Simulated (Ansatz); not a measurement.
FK, charge +1, doublet, at the geometry of the source list (a state made from the parent by changing its charge; the spin is typed, not shown lowest), atoms displaced at random by about 0.08 Å a coordinate; B3LYP/def2-TZVP, gradient (Ansatz, a quantum-chemistry and plane-wave program).

The Ansatz input:
Ansatz 0.2 input:
```yaml
crystal:
  periodic: [false, false, false]
  atoms:
    - {symbol: K, position_ang: [-0.48196197, -0.42106743, -0.74855182]}
    - {symbol: F, position_ang: [0.35496716, 0.58930548, 0.81794843]}
basis:
  gaussian:
    orbitals: def2-TZVP
hamiltonian:
  xc: b3lyp
total_charge: 1
magnetization: {spin_polarized: true, initial_magnetization: 1}
output: {forces: true}
```

The log (banner, timings and long lists left out):

```
Functional definition: B3LYP
481 factors; their error is unknown
mean field evaluation 1: about -18999.2904 eV, gradient 9.5e1 eV
mean field evaluation 2: about -18689.0274 eV, gradient 1.6e2 eV
mean field evaluation 4: about -19033.1848 eV, gradient 1.7e1 eV
mean field evaluation 8: about -19034.3584 eV, gradient 2.2e-1 eV
mean field evaluation 16: about -19034.4389 eV, gradient 2.2e-5 eV
mean field -19034.43885189 eV, -699.5027258007 hartree, gradient 1.8e-6 eV, S^2 0.751737; 1 other end points of the search recorded, 0 dependent functions left out
the calculation of the forces begins
reference -19034.43902852 eV, -699.5027322918 hartree; 14, 13 occupied and 50, 51 virtual orbitals, 481 factors
Total energy: -19034.43902852 eV, -699.5027322918 hartree
Atom 0 at    -0.481962    -0.421067    -0.748552 Å, force    -1.170440    -1.413000    -2.190741 eV/Å
Atom 1 at     0.354967     0.589305     0.817948 Å, force     1.170440     1.413000     2.190741 eV/Å
Dipole moment:    -0.248537    -0.300043    -0.465192 e Å
```
